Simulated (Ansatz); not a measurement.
**Worked example: the barrier**

An elementary step of Si2H6Cl3OF, closed shell (Si₂H₃Cl₂F ([F][Si]([SiH3])([Cl])[Cl]) + HCl + H₂O → SiCl₃F ([F][Si]([Cl])([Cl])[Cl]) + SiH₄ + H₂O; bonds formed: Si1–Cl7, Si2–H8, H6–O9; bonds broken: Si1–Si2, H6–Cl7, H8–O9). “Start” is the structure reached by relaxing down from the saddle towards the reactants; PBE0-D4/def2-TZVP structures. The saddle:

Si1  (-0.893, 0.709, -0.570)
Si2  (-0.451, -1.339, 0.813)
Cl3  (0.251, 1.531, -2.117)
Cl4  (-2.654, 1.709, -0.245)
F5  (-1.554, -0.480, -1.476)
H6  (1.877, 0.851, 0.434)
Cl7  (0.150, 1.903, 1.044)
H8  (0.891, -0.346, -0.070)
O9  (2.051, 0.049, -0.128)
H10  (0.479, -1.351, 1.972)
H11  (-0.437, -2.626, 0.081)
H12  (-1.819, -1.013, 1.297)
H13  (2.109, 0.400, -1.035)
(Å)

Computed with Ansatz 0.2.0 (basis: def2-TZVPP and def2-QZVPP); correlated methods freeze the cores.

Energies in eV:

| quantity | saddle | start |
| --- | --- | --- |
| Hartree–Fock, triple zeta (X = 3) | -58079.16729 | -58082.23352 |
| Hartree–Fock, quadruple zeta (X = 4) | -58080.92241 | -58083.99611 |
| MP2 correlation, X = 3 | -37.72715 | -36.56391 |
| MP2 correlation, X = 4 | -41.22112 | -40.00136 |
| CCSD(T) correlation, X = 3 | -41.19571 | -40.17428 |

**Question.** Work out the barrier at the basis limit: extrapolate Hartree–Fock as E(X) = E∞ + A exp(−7.88 √X) and the MP2 correlation as E(X) = E∞ + B X^−2.97 (the exponents that Neese and Valeev fitted for def2-TZVPP and QZVPP), then add CCSD(T) − MP2 in triple zeta.

**Answer.** Each step is linear, so take the differences first (saddle − start): Hartree–Fock 3.06623 (X = 3) and 3.07370 (X = 4); MP2 correlation -1.16324 and -1.21976; CCSD(T) correlation -1.02143.
Two points give E∞ = E(4) + w [E(4) − E(3)], with w = 1/(exp(7.88 (2 − √3)) − 1) = 0.1377 for Hartree–Fock and w = 1/((4/3)^2.97 − 1) = 0.7407 for the correlation.
Hartree–Fock: 3.07370 + 0.1377 × 0.00747 = 3.0747 eV.
MP2 correlation: -1.21976 + 0.7407 × (-0.05652) = -1.2616 eV.
CCSD(T) − MP2: -1.02143 − (-1.16324) = 0.1418 eV.
Sum: 3.0747 + (-1.2616) + 0.1418 = 1.9549 eV, or 45.08 kcal/mol. Plain CCSD(T) in triple zeta gives 2.0448 eV, so the larger basis shifts the result by -0.0899 eV.

No T1 diagnostic of these runs exceeds 0.012.

Labels in which every atom is bracketed show which atoms are joined, not bond orders.

For scale, one of the runs: CCSD(T)/def2-TZVPP, 356 basis functions, launched by `ansatz run in.yaml --threads 4 --pin off --events-out ev --progress --plain --max-ram 46080MiB --backend cuda --devices 0, --max-vram 37GiB`. Time: 7 s of wall clock on 4 CPU threads of an AMD EPYC 7R13 and a share of one NVIDIA H100; the host was shared. Peak host memory: 0.9 GiB.
